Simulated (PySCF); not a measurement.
Run record: geometry optimisation, `C#CC[P@H](C)=[Se]`.

Method: PBE0-D3(BJ)/def2-SVP geometry optimisation, gas phase (PySCF 2.14.0). Start geometry: GFN2-xTB. The input is one job of a driver script: a line of settings, then coordinates in Å.

Input:
```
{"job": {"xc": "PBE0", "basis": "def2-SVP", "d3": "d3bj", "grid": 1, "maxiter": 30, "shake": 0.01, "kind": "geom"}, "charge": 0, "multiplicity": 1}
C      2.275830     0.637560     1.133110
C      1.658720     0.109250     0.242060
C      0.884280    -0.512790    -0.816190
P     -0.786460     0.152870    -0.878400
C     -1.504570    -0.101350     0.791570
Se    -1.970760    -0.591290    -2.443790
H      2.811820     1.125150     1.894550
H      1.378760    -0.324740    -1.790990
H      0.827190    -1.588760    -0.638140
H     -0.588690     1.527370    -0.879780
H     -1.690620    -1.164170     0.951420
H     -0.806650     0.274690     1.566020
H     -2.483000     0.439330     0.858240
```

Output:
```
step   0  E = -2898.38652039  max force = 0.034352
step   1  E = -2898.38940152  max force = 0.004032
step   2  E = -2898.39021319  max force = 0.003154
step   3  E = -2898.39033615  max force = 0.001171
step   4  E = -2898.39035361  max force = 0.000295
step   5  E = -2898.39035761  max force = 0.000637
step   6  E = -2898.39035874  max force = 0.000871
step   7  E = -2898.39036288  max force = 0.000510
step   8  E = -2898.39036884  max force = 0.000153
optimisation converged
```

Energies in Eh; «max force» is the largest Cartesian gradient component in Eh/bohr.

Question: Give the first gradient maximum in eV/Å.

Answer: With 1 Eh/bohr = 51.422 eV/Å, 1.766 eV/Å.

Question: How much energy does the optimisation release, in eV?

Answer: E(step 0) − E(last step) = 0.003848 Eh, which is 0.105 eV.

Summary of the converged run: final energy -2898.39037 Eh after 8 steps; dipole 4.16 D.

Question: How long does this job take on Arm Neoverse V1, one thread, no GPU, shared host? And the peak memory of the process?

Answer: About 92 s, with 0.55 GiB resident at the peak, the Python interpreter and its libraries included.
Labels such as C1 count atoms from 1, the log's own numbers from 0.
